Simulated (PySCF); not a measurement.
CHO₂ (SMILES O=C[O-]), charge -1, singlet, geometry from GFN2-xTB (in this run its highest filled SCF level lies above zero, so its values depend strongly on the basis, on diffuse functions most of all). Base run: PySCF with B3LYP/6-31G.

Here is a job for PySCF.
```python
from pyscf import gto, scf, dft

mol = gto.M(
    atom='''
O    -1.039992   -0.467751   -0.004050
C    -0.071581    0.290264    0.001513
O     1.138232    0.069379    0.001973
H    -0.356441    1.445390    0.007536
''',
    basis='6-31g',
    charge=-1,
    spin=0,
    verbose=4,
)

mf = dft.RKS(mol)
mf.xc = 'b3lyp'
mf.kernel()
```

Each row names what was changed in the base input (with any setting that the change needs).

```
change                                           ΔE vs base (mEh)  fitting functions
-----------------------------------------------  ----------------  -----------------
base                                                        0.000                  -
auxbasis = def2-svp-ri                                    -12.015                158
auxbasis = default (with mf = mf.density_fit())            -0.012                233
auxbasis = def2-tzvp-ri                                    -0.119                243
auxbasis = even-tempered beta=1.6                          -0.182                346
auxbasis = autoaux                                         -0.246                254
auxbasis = cc-pvtz-jkfit                                   -0.035                267
only_dfj = on; auxbasis = def2-universal-jfit              -0.141                158
auxbasis = cc-pvdz-jkfit                                   -0.012                233
auxbasis = even-tempered beta=3.0                          -0.902                157
```

A fitting set is made for a task (jfit for Coulomb, jkfit for Coulomb and exchange, ri for correlation) and for a family of orbital bases.
